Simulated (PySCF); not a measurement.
C6H8O2.
Atom-mapped SMILES: `[CH3:1][O:2][CH2:3][c:4]1[cH:5][cH:6][o:7][cH:8]1` (hydrogens: H9, H10, H11 on C1; H12, H13 on C3; H14 on C5; H15 on C6; H16 on C8)

The same species was optimised twice, with GFN2-xTB and with PBE0-D3(BJ)/def2-SVP (PySCF), and the same property calculations (PySCF, gas phase) were run on both structures.

```tsv
coordinate	GFN2-xTB	PBE0-D3(BJ)/def2-SVP	change
C4–C5 (Å)	1.423	1.436	+0.013
O2–C3 (Å)	1.412	1.401	-0.011
C1–O2 (Å)	1.405	1.396	-0.009
C6–O7 (Å)	1.344	1.349	+0.005
O7–C8 (Å)	1.343	1.348	+0.005
C5–C6 (Å)	1.358	1.361	+0.003
C4–C8 (Å)	1.364	1.365	+0.001
C3–C4 (Å)	1.497	1.497	0.000
C6–O7–C8 (°)	107.0	107.4	+0.4
C1–O2–C3 (°)	113.6	113.9	+0.3
C5–C6–O7 (°)	110.7	110.5	-0.2
C4–C8–O7 (°)	110.9	110.8	-0.1
C3–C4–C8 (°)	128.1	128.2	+0.1
O2–C3–C4 (°)	113.4	113.3	-0.1
C5–C4–C8 (°)	105.4	105.4	0.0
C3–C4–C5 (°)	126.4	126.4	0.0
C1–O2–C3–C4 (°)	-65	-67	-2
O2–C3–C4–C5 (°)	-56	-52	+4
```

Rotational constants: A = 4861, B = 1301, C = 1252 MHz (GFN2-xTB) against A = 4867, B = 1298, C = 1243 MHz (PBE0-D3(BJ)/def2-SVP). Point groups within 0.08 Å: C1 and C1.

On the GFN2-xTB structure: lowest singlet, TDDFT (eV) 6.27 [CAM-B3LYP/def2-SVPD]; lowest triplet, Tamm–Dancoff (eV) 4.08 [CAM-B3LYP/def2-SVPD]; isotropic polarisability (au) 74.8 [CAM-B3LYP/def2-SVPD]; HOMO (eV) -8.07 [CAM-B3LYP/def2-SVPD]; LUMO (eV) 1.17 [CAM-B3LYP/def2-SVPD]; dipole (D) 0.72 [CAM-B3LYP/def2-SVPD]; HOMO (eV) -6.74 [PBE0/pcSseg-1]; LUMO (eV) 0.27 [PBE0/pcSseg-1]; dipole (D) 0.76 [PBE0/pcSseg-1]; GIAO shielding of C1 (ppm) 129.2 [PBE0/pcSseg-1]; GIAO shielding of O2 (ppm) 307.4 [PBE0/pcSseg-1]; GIAO shielding of C3 (ppm) 118.0 [PBE0/pcSseg-1]; GIAO shielding of C4 (ppm) 56.1 [PBE0/pcSseg-1]; GIAO shielding of C5 (ppm) 68.7 [PBE0/pcSseg-1]; GIAO shielding of C6 (ppm) 38.2 [PBE0/pcSseg-1]; GIAO shielding of O7 (ppm) 37.4 [PBE0/pcSseg-1]; GIAO shielding of C8 (ppm) 40.5 [PBE0/pcSseg-1].

Question: What do these properties become on the PBE0-D3(BJ)/def2-SVP structure?

Answer: 
```csv
property,level,on GFN2-xTB,on PBE0-D3(BJ)/def2-SVP,change
"lowest singlet, TDDFT (eV)",CAM-B3LYP/def2-SVPD,6.27,6.27,0.00
"lowest triplet, Tamm–Dancoff (eV)",CAM-B3LYP/def2-SVPD,4.08,4.08,0.00
isotropic polarisability (au),CAM-B3LYP/def2-SVPD,74.8,75.6,+0.8
HOMO (eV),CAM-B3LYP/def2-SVPD,-8.07,-8.07,0.00
LUMO (eV),CAM-B3LYP/def2-SVPD,1.17,1.18,+0.01
dipole (D),CAM-B3LYP/def2-SVPD,0.72,0.69,-0.03
"energy, GFN2-xTB geometry as zero (kcal/mol)",CAM-B3LYP/def2-SVPD,0.0,-0.5,-0.5
HOMO (eV),PBE0/pcSseg-1,-6.74,-6.74,0.00
LUMO (eV),PBE0/pcSseg-1,0.27,0.27,0.00
dipole (D),PBE0/pcSseg-1,0.76,0.74,-0.02
"energy, GFN2-xTB geometry as zero (kcal/mol)",PBE0/pcSseg-1,0.0,-0.2,-0.2
GIAO shielding of C1 (ppm),PBE0/pcSseg-1,129.2,128.5,-0.7
GIAO shielding of O2 (ppm),PBE0/pcSseg-1,307.4,311.2,+3.8
GIAO shielding of C3 (ppm),PBE0/pcSseg-1,118.0,118.1,+0.1
GIAO shielding of C4 (ppm),PBE0/pcSseg-1,56.1,55.5,-0.6
GIAO shielding of C5 (ppm),PBE0/pcSseg-1,68.7,67.7,-1.0
GIAO shielding of C6 (ppm),PBE0/pcSseg-1,38.2,36.7,-1.5
GIAO shielding of O7 (ppm),PBE0/pcSseg-1,37.4,33.2,-4.2
GIAO shielding of C8 (ppm),PBE0/pcSseg-1,40.5,39.8,-0.7
```

The heavy atoms differ by 0.032 Å rms after alignment. Among bonds between heavy atoms C4–C5 changes most (+0.013 Å). Changes are differences of the printed values. Neither structure is proved a minimum here.

The values belong to the conformer `[CH3:1][O:2][CH2:3][c:4]1[cH:5][cH:6][o:7][cH:8]1`: C1–O2–C3–C4 -67°, O2–C3–C4–C5 -52°.
